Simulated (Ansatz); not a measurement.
Conformers of `C[O][SnH2][Se]C`, each relaxed with PBE0-D4/def2-TZVP in Ansatz. CBS adds the triple-zeta coupled-cluster correction to the MP2 limit.

Elements past krypton have def2 core potentials. Outer-core shells of Se, Sn are correlated without core-valence functions. Scalar relativity is left out up to krypton. Spin–orbit coupling is left out.

Not all of them had a frequency check.

Conformer A:

```xyz
13

C     0.057    1.839   -0.942
O     1.199    1.095   -1.276
Sn    1.514   -0.632   -0.388
Se   -0.589   -2.010   -0.446
C    -1.388   -1.296    1.198
H     0.042    2.742   -1.558
H    -0.873    1.285   -1.136
H     0.053    2.155    0.112
H     1.868   -0.294    1.253
H     2.762   -1.330   -1.302
H    -1.724   -0.273    1.047
H    -2.244   -1.932    1.417
H    -0.679   -1.348    2.022
```

Conformer B:

```xyz
13

C    -0.061   -2.278    0.252
O    -0.196   -0.985    0.780
Sn    1.287    0.301    0.593
Se    0.148    2.524    0.685
C    -1.167    2.118   -0.713
H     0.325   -2.282   -0.778
H    -1.048   -2.751    0.237
H     0.602   -2.909    0.861
H     2.381    0.133    1.891
H     1.970   -0.065   -0.936
H    -0.681    2.041   -1.684
H    -1.865    2.953   -0.720
H    -1.694    1.199   -0.467
```

**Question.** Which is lowest in electronic energy at CCSD(T)/CBS (frozen core, def2 sets), and by how much? (Estimate.)

**Answer.** Ansatz gave: A; B lies 4.4 kJ/mol higher.

**Question.** Give the energies relative to A (kJ/mol) with B3LYP-D4/def2-TZVPP, HF/def2-TZVPP, MP2/def2-TZVPP, CCSD(T)/def2-TZVPP, MP2/def2-QZVPP, SCS-MP2/def2-QZVPP, HF/CBS(def2). (Best estimate.)

**Answer.** Ansatz gave: 
```json
{"level": "B3LYP-D4/def2-TZVPP", "B": "4.4"}
{"level": "HF/def2-TZVPP", "B": "1.3"}
{"level": "MP2/def2-TZVPP", "B": "4.4"}
{"level": "CCSD(T)/def2-TZVPP", "B": "4.2"}
{"level": "MP2/def2-QZVPP", "B": "4.6"}
{"level": "SCS-MP2/def2-QZVPP", "B": "3.9"}
{"level": "HF/CBS(def2)", "B": "1.2"}
```

B3LYP here is the variant with VWN-RPA as its local correlation; programs differ in this.
